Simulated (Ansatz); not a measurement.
Cartesian coordinates in Å:
```
C 0.1756 -1.5245 0.7831
B -0.1628 -0.1639 0.0972
Al -1.4984 1.1770 -0.4805
C 0.6337 0.8899 -0.5254
F 1.9834 0.9288 -0.6639
H 1.2504 -1.7246 0.7819
H -0.1662 -1.5416 1.8217
H -0.3204 -2.3586 0.2792
H -2.1762 2.4761 -1.0965
H 0.2809 1.8416 -0.9967
```

Total charge 0; spin multiplicity 1.

(1) List the PBE/def2-TZVPP orbital energies in eV (Ansatz 0.2.0). (Best estimate.)

Answers

(1) The calculation gave: Occupied: -1507.19, -660.18, -270.91, -268.15, -176.25, -107.44, -69.50, -69.46, -69.22, -30.26, -17.50, -16.75, -13.15, -12.47, -10.68, -9.61, -9.44, -9.43, -9.10, -8.01, -6.03, -5.65. Lowest empty: -2.09, -2.03, -0.70, -0.14, 0.13, 1.36, 1.64, 1.86.
